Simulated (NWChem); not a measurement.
System: SiH3F; SMILES F[SiH3]

Here is an NWChem input.

```
start job
memory heap 200 mb stack 900 mb global 1100 mb
geometry units angstroms noautoz
  Si     0.000000     0.000000    -0.456877
  F      0.000000     0.000000     1.181924
  H      1.005153     1.005153    -0.939103
  H      0.367912    -1.373065    -0.939103
  H     -1.373065     0.367912    -0.939103
end
basis spherical
  Si library def2-tzvp
  F library def2-tzvp
  H library def2-tzvp
end
dft
  xc b3lyp
  iterations 200
  convergence diis 3
end
task dft gradient
```

Parts of the log:

```
             Northwest Computational Chemistry Package (NWChem) 7.3.0
             --------------------------------------------------------

 C3V symmetry detected

                             Geometry "geometry" -> ""
                             -------------------------

 Output coordinates in angstroms (scale by  1.889725989 to convert to a.u.)

  No.       Tag          Charge          X              Y              Z
 ---- ---------------- ---------- -------------- -------------- --------------
    1 Si                  14.0000    -0.00000000    -0.00000000    -0.51163581
    2 F                    9.0000    -0.00000000    -0.00000000     1.12716519
    3 H                    1.0000     1.00515327     1.00515327    -0.99386181
    4 H                    1.0000     0.36791163    -1.37306490    -0.99386181
    5 H                    1.0000    -1.37306490     0.36791163    -0.99386181

 Effective nuclear repulsion energy (a.u.)      61.7330186300

      Symmetry information
      --------------------

 Group name             C3v
 Group number             17
 Group order               6
 No. of unique centers     3

                                 NWChem DFT Module
                                 -----------------

 Summary of "ao basis" -> "ao basis" (spherical)
 ------------------------------------------------------------------------------
       Tag                 Description            Shells   Functions and Types
 ---------------- ------------------------------  ------  ---------------------
 Si                        def2-tzvp                13       37   5s5p2d1f
 F                         def2-tzvp                11       31   5s3p2d1f
 H                         def2-tzvp                 4        6   3s1p

      Symmetry analysis of basis
      --------------------------

        a1         31
        a2          3
        e          52

  Rotation of axis

            General Information
            -------------------
          SCF calculation type: DFT
          Wavefunction type:  closed shell.
          No. of atoms     :     5
          No. of electrons :    26
           Alpha electrons :    13
            Beta electrons :    13
          Charge           :     0
          Spin multiplicity:     1
          Use of symmetry is: on ; symmetry adaption is: on
          Maximum number of iterations: 200
          AO basis - number of functions:    86
                     number of shells:    36
          Convergence on energy requested:  1.00D-06
          Convergence on density requested:  1.00D-05
          Convergence on gradient requested:  5.00D-04

              XC Information
              --------------
                         B3LYP Method XC Potential
                     Hartree-Fock (Exact) Exchange  0.200
                        Slater Exchange Functional  0.800 local
                    Becke 1988 Exchange Functional  0.720 non-local
              Lee-Yang-Parr Correlation Functional  0.810
                  VWN I RPA Correlation Functional  0.190 local

             Grid Information
             ----------------
          Grid used for XC integration:  medium
          Radial quadrature: Mura-Knowles
          Angular quadrature: Lebedev.
          Tag              B.-S. Rad. Rad. Pts. Rad. Cut. Ang. Pts.
          ---              ---------- --------- --------- ---------
          Si                  1.10       88           7.0       590
          F                   0.50       49           8.0       434
          H                   0.35       45           8.0       434
          Grid pruning is: on
          Number of quadrature shells:   182
          Spatial weights used:  Erf1

      Superposition of Atomic Density Guess
      -------------------------------------

 Sum of atomic energies:        -389.75291647

      Non-variational initial energy
      ------------------------------

 Total energy =    -390.009821
 1-e energy   =    -663.712365
 2-e energy   =     211.969525
 HOMO         =      -0.413547
 LUMO         =       0.022294

      Symmetry analysis of molecular orbitals - initial
      -------------------------------------------------

  Numbering of irreducible representations:

     1 a1          2 a2          3 e

  Orbital symmetries:

     1 a1          2 a1          3 a1          4 a1          5 e
     6 e           7 a1          8 a1          9 e          10 e
    11 a1         12 e          13 e          14 a1         15 a1
    16 e          17 e          18 e          19 e          20 a1
    21 a1         22 e          23 e

   convergence    iter        energy       DeltaE   RMS-Dens  Diis-err
 ---------------- ----- ----------------- --------- --------- ---------
 d= 0,ls=0.0,diis     1   -391.2150959672 -4.53D+02  7.68D-03  6.79D-01
  Resetting Diis
 d= 0,ls=0.0,diis     2   -391.1769406159  3.82D-02  4.62D-03  1.16D+00
 d= 0,ls=0.0,diis     3   -391.2652052832 -8.83D-02  1.98D-03  5.24D-02
 d= 0,ls=0.0,diis     4   -391.2591022730  6.10D-03  1.27D-03  1.36D-01
 d= 0,ls=0.0,diis     5   -391.2686019629 -9.50D-03  1.13D-04  3.15D-04
 d= 0,ls=0.0,diis     6   -391.2686337130 -3.18D-05  2.16D-05  6.85D-06
 d= 0,ls=0.0,diis     7   -391.2686342868 -5.74D-07  3.47D-06  8.27D-07

[...]

                         DFT ENERGY GRADIENTS

    atom               coordinates                        gradient
                 x          y          z           x          y          z
   1 Si     -0.000000  -0.000000  -0.966851    0.000000   0.000000  -0.008451
   2 F      -0.000000  -0.000000   2.130033   -0.000000  -0.000000   0.020024
   3 H       1.899464   1.899464  -1.878126    0.005356   0.005356  -0.003858
   4 H       0.695252  -2.594716  -1.878126    0.001961  -0.007317  -0.003858
   5 H      -2.594716   0.695252  -1.878126   -0.007317   0.001961  -0.003858
```

Level: B3LYP/def2-TZVP. Structure relaxed at the PBE-D3(BJ)/def2-SVP level. B3LYP is NWChem's, with the RPA form of VWN correlation.
